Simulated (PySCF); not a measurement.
GeF₂ClBr, SMILES [F][Ge]([F])([Cl])[Br]. Geometry: PBE-D3(BJ)/def2-SVP. The structure was generated by enumeration, and PubChem lists no compound with its InChIKey, so it may never have been made.

All values below come from PySCF with PBE-D3(BJ)/def2-SVP.

Harmonic wavenumbers (cm⁻¹): 110, 145, 176, 208, 225, 321, 444, 706, 733. Rotational constants (GHz): 2.338, 1.085, 0.9412; symmetry number 1.

### Question
Work out the zero-point energy and the ideal-gas rigid-rotor harmonic-oscillator thermochemistry at 298.15 K and 1 atm.

### Answer
ZPE = ½ Σ hcν = ½ × 3068 cm⁻¹ = 18.35 kJ/mol. H − E(el) = 38.54 kJ/mol. Entropy in J/(mol K): translation 176.35, rotation 122.55, vibration 63.00, total 361.89. G − E(el) = -69.36 kJ/mol. Cp = 91.60 J/(mol K). Modes under 150 cm⁻¹ make the vibrational entropy uncertain.
